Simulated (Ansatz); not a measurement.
Reaction (redistribution): `C[SiH2][AlH][F]` + `[CH3][SnH2][C]#N` → `[CH3][AlH][SiH2]C` + `N#[C][SnH2][F]`

Isolated molecules relaxed with PBE0-D4/def2-TZVP in Ansatz; ΔE leaves out vibrations. CCSD(T)/CBS adds triple-zeta CCSD(T) − MP2 to the extrapolated MP2 energy (def2 sets, frozen cores). Functionals use def2-TZVPP. def2 core potentials past Kr. For Sn outer-core shells are correlated without core-valence functions, which leaves a few kJ/mol of doubt a bond. Each species was taken in one conformer, which may not be the lowest.

```csv
level,ΔE (kcal/mol),difference from CCSD(T)/CBS
BLYP-D4,30.6,-2.9
r2SCAN-D4,30.9,-2.6
r2SCAN,31.0,-2.5
r2SCANh,31.5,-2.0
CCSD/def2-SVP,32.7,-0.8
CCSD(T)/def2-SVP,32.6,-0.9
SCS-MP2/def2-TZVPP,34.4,0.9
HF/def2-QZVPP,32.5,-1.0
MP2/def2-QZVPP,35.1,1.6
SCS-MP2/def2-QZVPP,34.0,0.5
CCSD(T)/CBS,33.5,0
```

Largest T1 diagnostic among the species: 0.014.

From PBE to PBE0 (25 % exact exchange), in def2-TZVPP and without D4, ΔE moves by +1.3 kcal/mol. At CCSD(T), def2-SVP lies −0.9 kcal/mol from the extrapolated value and def2-TZVPP +0.5 kcal/mol. In def2-TZVPP, CCSD(T) changes the Hartree–Fock value by +1.3 kcal/mol (the triples alone add −0.2 kcal/mol) and MP2 by +2.7 kcal/mol.
